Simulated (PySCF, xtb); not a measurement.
HSe, SMILES [SeH] (connectivity only; charge and spin as stated), charge -1, multiplicity 1.

GFN2-xTB (xtb) at its own geometry gives an orbital gap of 6.62 eV.

The structure is a stationary point at PBE0-D3(BJ)/def2-TZVPD. The multiplicity is an assumed one; other spin states were not compared.

Question: What does r2SCAN/def2-TZVPD in PySCF give? (The exact figures need the calculation; the answer reports its results.)

Answer: gap 3.87 eV (levels 0.58 and 4.45 eV).
